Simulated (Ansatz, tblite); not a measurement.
Removing an electron: KH2⁻ (the lowest singlet isomer of a short search). The state is a singlet with charge -1. Geometry: B3LYP-D4/def2-TZVPD. Ansatz, gas phase; energy differences of separate SCF runs; the oxidised species was run as a doublet alone.

```
atom   x (Å)   y (Å)   z (Å)
  K1  -0.001  -0.001  -0.005
  H2  -1.740  -1.751   0.497
  H3   1.740   1.752  -0.491
```

The xTB rows come from tblite. Correlated methods freeze 5 core orbitals; core or outer-core shells of K are correlated, in sets that lack core-valence functions. In CCSD on the charge 0 doublet the largest single amplitude is 0.36, so its Hartree–Fock determinant may place the open shell otherwise than the density functionals do. The structure comes from a short search, and lower isomers may exist.

Problem. Estimate orbital energies and vertical ionisation energies at: GFN1-xTB; GFN2-xTB; PBE-D4/def2-TZVPD; r2SCAN-D4/def2-TZVPD; PBE0-D4/def2-TZVPD; CCSD/def2-TZVPPD; CCSD(T)/def2-TZVPPD.

Solution. 
```
               level  −HOMO (eV)  vertical IE (eV)  −LUMO (eV)  HOMO–LUMO gap (eV)                       remarks
            GFN1-xTB        7.07              9.09        2.17                4.90                             –
            GFN2-xTB        3.67              6.40        0.94                2.72                             –
   PBE-D4/def2-TZVPD       -0.43              1.85       -2.44                2.02  HOMO above zero (-1 singlet)
r2SCAN-D4/def2-TZVPD       -0.31              1.78       -2.88                2.58  HOMO above zero (-1 singlet)
  PBE0-D4/def2-TZVPD        0.46              2.04       -2.74                3.21                             –
    CCSD/def2-TZVPPD           –              2.42           –                   –    large T1 (0.083) (doublet)
 CCSD(T)/def2-TZVPPD           –              2.38           –                   –    large T1 (0.083) (doublet)
```

Run but left out: HF/def2-TZVPPD, MP2/def2-TZVPPD (neutral doublet: a determinant that CCSD turns far, T1 0.083).  A HOMO above zero means that the electron is unbound at that level or that self-interaction error raises the level; the energy of removing that electron tells which. Raw xTB energy differences between charge states are shifted by several eV; the methods need an empirical correction for them.
